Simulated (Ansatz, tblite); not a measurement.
Cost and result up the ladder for SeO₂F₂ (5 atoms). Charge 0, multiplicity 1. Geometry: r2SCAN-D4/def2-SVP.

Cartesian coordinates in Å:
```
Se 0.118 -0.100 0.120
O -0.594 -1.100 1.123
O 1.670 0.183 -0.026
F -0.684 1.427 0.246
F -0.510 -0.409 -1.462
```

Ansatz on 4 threads of AMD EPYC 7B13 on a shared host; xTB runs through tblite on one thread. Times are rough, summed over both states, and most runs start from the orbitals of an earlier one. PBE0-D4/def2-TZVP serves as the yardstick here, not as an exact answer. The other state is a doublet.

The xTB rows come from tblite.

Raw xTB energies of ions are shifted by several eV.

```csv
level,functions,wall time,vertical IE (eV),difference from PBE0-D4/def2-TZVP (eV)
GFN1-xTB,25,0.009 s,20.99,7.91
GFN2-xTB,25,0.011 s,18.49,5.41
PBE-D4/def2-TZVP,172,3.3 s,12.68,-0.40
r2SCAN-D4/def2-TZVP,172,6.5 s,12.86,-0.22
PBE0-D4/def2-TZVP,172,7.5 s,13.08,0.00
```
